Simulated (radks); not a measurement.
Ionisation of neutral praseodymium, [Xe] 4f3 6s2, to [Xe] 4f3 6s1 as the strength of local exchange is varied. Calculated with a radial shooting solver on a logarithmic mesh with Libxc functionals: non-relativistic Kohn-Sham, Slater X-alpha exchange (alpha = 2/3 is LDA exchange), no correlation, spin-polarised, spherical densities, point nucleus; open shells are filled with parallel spins first (spin-orbit coupling, left out, can overturn this in heavy ions); relativity is left out, which matters for an element this heavy.

| alpha | E(Pr) (hartree) | exchange (hartree) | IE (eV) | -e of the level emptied (eV) | <r> of it (bohr) |
|---|---|---|---|---|---|
| 0.56 | -8880.5739 | -164.6190 | 3.976 | 2.154 (6s) | 5.050 |
| 0.562 | -8881.1618 | -165.2181 | 3.983 | 2.161 (6s) | 5.047 |
| 0.667 | -8912.0844 | -196.7759 | 4.355 | 2.549 (6s) | 4.881 |
| 0.869 | -8971.8764 | -258.0747 | 5.133 | 3.375 (6s) | 4.587 |
| 1.032 | -9020.4119 | -308.1007 | 5.812 | 4.111 (6s) | 4.377 |

NIST Atomic Spectra Database: 5.470 eV (semi-empirical). The Delta-SCF value meets it near alpha = 0.95. Relativity is left out here, which matters for elements this heavy. Open shells are spherical and high-spin; term and fine-structure splittings are not resolved.
